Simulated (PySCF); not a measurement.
HfCl4, SMILES [Cl][Hf]([Cl])([Cl])[Cl], multiplicity 1.

The structure is a stationary point at B3LYP-D3(BJ)/def2-SVP. The multiplicity is an assumed one; other spin states were not compared. The isomer is the one that the SMILES or the coordinates give; other isomers of the formula were not compared. The def2 effective core potentials stand for the cores of Hf; spin–orbit coupling is left out.

The numbers are results of TDA-CAM-B3LYP/def2-SVPD (PySCF), not measurements.

Vertical excitations; the highest root listed may be one member of a degenerate set. Gas-phase values at a fixed geometry. State labels are in the subgroup D2.

Computed lowest excited states:
```json
[
 {"state": "S1", "symmetry": "B3", "energy (eV)": "6.18", "λ (nm)": "201", "f": "0.000", "main pairs": "HOMO→LUMO+1, HOMO→LUMO (degenerate set)"},
 {"state": "S2", "symmetry": "B1", "energy (eV)": "6.18", "λ (nm)": "201", "f": "0.000", "main pairs": "HOMO−2→LUMO+1, HOMO−2→LUMO (degenerate set)"},
 {"state": "S3", "symmetry": "B2", "energy (eV)": "6.18", "λ (nm)": "201", "f": "0.000", "main pairs": "HOMO−1→LUMO (degenerate set)"},
 {"state": "S4", "symmetry": "B3", "energy (eV)": "6.42", "λ (nm)": "193", "f": "0.033", "main pairs": "HOMO→LUMO, HOMO→LUMO+1, HOMO−3→LUMO+1 (degenerate set)"},
 {"state": "S5", "symmetry": "B2", "energy (eV)": "6.42", "λ (nm)": "193", "f": "0.033", "main pairs": "HOMO−1→LUMO+1, HOMO−4→LUMO (degenerate set)"},
 {"state": "S6", "symmetry": "B1", "energy (eV)": "6.42", "λ (nm)": "193", "f": "0.033", "main pairs": "HOMO−2→LUMO, HOMO−2→LUMO+1, HOMO−5→LUMO+1 (degenerate set)"},
 {"state": "S7", "symmetry": "B3", "energy (eV)": "6.64", "λ (nm)": "187", "f": "0.000", "main pairs": "HOMO−3→LUMO, HOMO−3→LUMO+1, HOMO−1→LUMO+2, HOMO−2→LUMO+3 (degenerate set)"},
 {"state": "S8", "symmetry": "B1", "energy (eV)": "6.64", "λ (nm)": "187", "f": "0.000", "main pairs": "HOMO−5→LUMO, HOMO−5→LUMO+1, HOMO−1→LUMO+4, HOMO→LUMO+3 (degenerate set)"},
 {"state": "S9", "symmetry": "B2", "energy (eV)": "6.64", "λ (nm)": "187", "f": "0.000", "main pairs": "HOMO−4→LUMO+1, HOMO→LUMO+2, HOMO−2→LUMO+4 (degenerate set)"},
 {"state": "S10", "symmetry": "A", "energy (eV)": "6.74", "λ (nm)": "184", "f": "0.000", "main pairs": "HOMO−1→LUMO+3 22 %, HOMO−2→LUMO+2 22 %, HOMO→LUMO+4 22 %, HOMO−6→LUMO 10 %"},
 {"state": "T1", "symmetry": "B3", "energy (eV)": "5.91", "λ (nm)": "210", "f": "0", "main pairs": "HOMO→LUMO, HOMO→LUMO+1 (degenerate set)"},
 {"state": "T2", "symmetry": "B2", "energy (eV)": "5.91", "λ (nm)": "210", "f": "0", "main pairs": "HOMO−1→LUMO+1 (degenerate set)"},
 {"state": "T3", "symmetry": "B1", "energy (eV)": "5.91", "λ (nm)": "210", "f": "0", "main pairs": "HOMO−2→LUMO, HOMO−2→LUMO+1 (degenerate set)"},
 {"state": "T4", "symmetry": "B1", "energy (eV)": "6.06", "λ (nm)": "205", "f": "0", "main pairs": "HOMO−2→LUMO+1 68 %, HOMO−2→LUMO 21 %"}
]
```
Triplets are in the Tamm–Dancoff approximation.
